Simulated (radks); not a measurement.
Isoelectronic series with 13 electrons, each ion in its NIST ground configuration. All-electron calculation, scalar-relativistic Kohn-Sham, r2SCAN, spin-unpolarised, spherical densities, finite nucleus; meta-GGA in the generalised Kohn-Sham scheme; Fermi nuclear charge, rms radius of each element as measured or else 0.836 A^(1/3) + 0.57 fm. Program: a radial shooting solver on a logarithmic mesh with Libxc functionals. Total energies (hartree) and orbital eigenvalues (hartree):

Al: configuration [Ne] 3s2 3p1; E (hartree) -242.78168; 3p -0.09758; 3s -0.29311
S3+: configuration [Ne] 3s2 3p1; E (hartree) -396.66545; 3p -1.47476; 3s -1.93770
K6+: configuration [Ne] 3s2 3p1; E (hartree) -590.30249; 3p -3.94210; 3s -4.67030
Ti9+: configuration [Ne] 3s2 3p1; E (hartree) -823.85186; 3p -7.44322; 3s -8.44295
Mn12+: configuration [Ne] 3s2 3p1; E (hartree) -1097.59913; 3p -11.96655; 3s -13.24966
Ni15+: configuration [Ne] 3s2 3p1; E (hartree) -1411.90537; 3p -17.51037; 3s -19.09420
Ga18+: configuration [Ne] 3s2 3p1; E (hartree) -1767.19681; 3p -24.07685; 3s -25.98484
Se21+: configuration [Ne] 3s2 3p1; E (hartree) -2163.96605; 3p -31.67028; 3s -33.93280
Rb24+: configuration [Ne] 3s2 3p1; E (hartree) -2602.77235; 3p -40.29639; 3s -42.95179
Zr27+: configuration [Ne] 3s2 3p1; E (hartree) -3084.24408; 3p -49.96211; 3s -53.05782
Tc30+: configuration [Ne] 3s2 3p1; E (hartree) -3609.08218; 3p -60.67538; 3s -64.26925
Pd33+: configuration [Ne] 3s2 3p1; E (hartree) -4178.07022; 3p -72.44515; 3s -76.60692
In36+: configuration [Ne] 3s2 3p1; E (hartree) -4792.07714; 3p -85.28130; 3s -90.09427
Te39+: configuration [Ne] 3s2 3p1; E (hartree) -5452.05873; 3p -99.19470; 3s -104.7575
Cs42+: configuration [Ne] 3s2 3p1; E (hartree) -6159.0843; 3p -114.1971; 3s -120.6260
Ce45+: configuration [Ne] 3s2 3p1; E (hartree) -6914.3206; 3p -130.3013; 3s -137.7324
Pm48+: configuration [Ne] 3s2 3p1; E (hartree) -7719.0601; 3p -147.5211; 3s -156.1130
